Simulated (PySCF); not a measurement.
## Ionisation energy of Ca⁺ by level of theory

Ca⁺ [Ar] 4s1 (2S) → Ca²⁺ [Ar] (1S), as a difference of total energies. All numbers are calculated (PySCF 2.14, scalar relativity by spin-free X2C-1e, in aug-cc-pVDZ-X2C (6s5p3d, 36 functions)). The calculations carry no spin-orbit coupling.

Order these methods by the ionisation energy they give, lowest first.
A. B3LYP
B. revPBE
C. M06-L
D. wB97M-V

C (11.058 eV), D (11.717 eV), B (11.902 eV), A (12.098 eV).

For comparison: 11.872 eV (measured; NIST Atomic Spectra Database, ionization energies).
